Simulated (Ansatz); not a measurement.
C3H9AlOS (`C[CH2][Al]([SH])[O]C`) at its PBE0-D4/def2-TZVP geometry, where that method's forces vanish. The species carries charge 0 and has multiplicity 1.

```xyz
15

C    -1.3498    2.3949    0.3137
C    -1.4733    0.9001    0.0182
Al    0.2106   -0.0733    0.0078
S     2.0885    0.9900    0.4036
O     0.2384   -1.7280   -0.3018
C     1.1774   -2.7522   -0.3995
H    -0.8999    2.5787    1.2930
H    -2.3237    2.8930    0.3069
H    -0.7218    2.9033   -0.4226
H    -2.1352    0.4174    0.7473
H    -1.9596    0.7389   -0.9515
H     2.8396   -0.1172    0.2723
H     0.9655   -3.5327    0.3390
H     2.2054   -2.4035   -0.2323
H     1.1378   -3.2092   -1.3940
```

(1) What forces (eV/Å) does PBE-D4/def2-TZVPP give on these atoms in Ansatz 0.2.0? (An estimate is asked.)

Answers

(1) The calculation gave: 
```
C1   0.018 -0.001  0.002
C2   0.025 -0.029 -0.003
Al3 -0.011  0.245  0.047
S4   0.043  0.332  0.066
O5  -0.368 -0.063 -0.050
C6   0.150 -0.146 -0.012
H7   0.086  0.048  0.187
H8  -0.192  0.107  0.000
H9   0.120  0.109 -0.136
H10 -0.126 -0.101  0.130
H11 -0.095 -0.042 -0.181
H12  0.137 -0.218 -0.027
H13 -0.032 -0.183  0.155
H14  0.240  0.059  0.035
H15  0.004 -0.115 -0.213
```
